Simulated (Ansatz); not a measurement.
The cluster GeF3⁻, relaxed as a singlet with RKS r2SCAN-D4/def2-TZVPD in Ansatz, starting from the GFN1-xTB geometry. Force threshold 0.02 eV/Å.

The structure comes from a short search, and lower isomers may exist.

Start:

```xyz
4

Ge   -0.1656    0.4976    0.4979
F     0.2701   -1.2302    0.9655
F     1.2596    0.7175   -0.6489
F    -1.3641    0.0151   -0.8146
```

Question: Estimate the energy that the relaxation releases and the steps that it takes.

Answer: 1.8 kJ/mol, in 4 steps; 11 s on 4 threads of Intel Xeon on a shared host. No frequencies were taken in this run, so the end may be a saddle point.

Question: Does the start keep its bonding and symmetry?

Answer: By distances, no bond broke or formed. The bond that changes most is Ge1–F3, from 1.84 to 1.82 Å (atoms count from 1). The end is the same structure that another start reached, the lowest one found. Point group C3v at the start, C3v at the end, both within 0.05 Å.

Question: Predict the relaxed structure.

Answer: 
```xyz
4

Ge   -0.163    0.493    0.494
F     0.265   -1.212    0.950
F     1.238    0.705   -0.641
F    -1.340    0.014   -0.803
```
Bond lengths: 3 × F–Ge 1.82 Å.
